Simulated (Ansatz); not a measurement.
This singlet lies 1.33 eV below the relaxed triplet at the level frozen-core CCSD(T)/cc-pVTZ // B3LYP-D3(BJ)/def2-TZVP (Ansatz, a first-principles code).

Species: C₂H₄O, SMILES `C[C]O` (lower singlet; C–C–O–H torsion 180°) (charge 0, multiplicity 1).

Give a relaxed geometry from B3LYP-D3(BJ)/def2-TZVP (Ansatz).

One answer among several that fit: the end point of this relaxation, one of several conformers (outside a Z-matrix the atoms follow the SMILES, hydrogens last).
Z-matrix (Å, degrees):
```
C
H 1 1.0948
H 1 1.0948 2 104.99
H 1 1.0957 2 110.47 3 119.09
C 1 1.4893 2 107.49 3 -114.19
O 5 1.3176 1 107.96 2 -123.85
H 6 0.9680 5 108.34 1 -179.99
```
